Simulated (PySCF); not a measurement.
**HIO: bending curve**

Method: PBE0 in PySCF with I def2-TZVP with ECP28, O def2-TZVP, H def2-TZVP; scalar-relativistic core potentials, no spin–orbit coupling; density-fitted integrals.

Rigid scan from the singlet minimum (I–H 1.653 Å, I–O 1.830 Å; H–I–O 104.1°). Coordinate: the O–I–H angle, bonds fixed. Energies in kJ/mol from the minimum.

Question: Predict the curve at 80, 90, 100, 110, 120, 130, 140, 150, 160, 170, 180.

Answer: 
```csv
bond angle (°),E (kJ/mol),dipole size (D)
80,47.3,4.08
90,15.6,4.09
100,1.3,4.05
110,2.5,3.98
120,17.4,3.87
130,44.4,3.74
140,82.3,3.58
150,130.1,3.39
160,187.4,3.18
170,253.7,2.97
180,327.4,2.97
```

With the bonds held, the linear shape lies 327.4 kJ/mol from the minimum.
